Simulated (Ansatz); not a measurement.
`CB(C)[SiH2]N` + H₂S → `CB(C)S` + `N[SiH3]` at 298.15 K and 1 bar (cleavage of the B–Si bond).

Isolated molecules relaxed with PBE0-D4/def2-TZVP in Ansatz; ΔE leaves out vibrations. CBS: MP2 limit from def2 TZ/QZ plus the TZ coupled-cluster correction, frozen cores. This one scheme is used for every species. Each species was taken in one conformer, which may not be the lowest.

```tsv
species	CCSD(T)/CBS energy (Eh)	H − E (kJ/mol)	S (J/(mol·K))
`CB(C)[SiH2]N`	-450.72438	339.8	396.6
H₂S	-398.97279	49.9	205.7
`CB(C)S`	-502.93918	248.5	328.9
`N[SiH3]`	-346.80422	145.7	264.3
```

H − E and S are ideal-gas, rigid-rotor, harmonic terms from PBE0-D4/def2-TZVP, for one conformer and one mirror image of each species. 1 Eh = 2625.50 kJ/mol, R = 8.31446 J/(mol·K).

Question: By hand: ΔE, ΔH, ΔS and ΔG.

Answer: ΔE = (-502.93918) + (-346.80422) − (-450.72438) − (-398.97279) = -0.04623 Eh = -121.4 kJ/mol. Δ(H − E) = 248.5 + 145.7 − 339.8 − 49.9 = 4.5, so ΔH = -116.9 kJ/mol. ΔS = 328.9 + 264.3 − 396.6 − 205.7 = -9.1 J/(mol·K). ΔG = -116.9 − 298.15 × (-9.1)/1000 = -114.2 kJ/mol.

Question: By hand: the equilibrium constant, and the temperature at which ΔG would vanish if ΔH and ΔS stayed fixed.

Answer: log₁₀ K = −ΔG/(RT ln 10) = 20.0. ΔG = 0 at ΔH/ΔS = 12846 K, far beyond where these terms or the molecules hold.

The number of gas molecules stays the same, so ΔS is small and ΔH decides. A doubt of 5 kJ/mol in ΔE shifts log₁₀ K by 0.9 here. Other conformers and mirror images would add mixing entropy, several J/(mol·K) or more a flexible species. Modes under 60 cm⁻¹, often nearly free rotors, make the harmonic entropy too high. These are equilibria of isolated gas molecules and say nothing of rates. Largest T1 diagnostic: 0.012 (customary marks: 0.02 for closed shells, 0.045 for open ones).
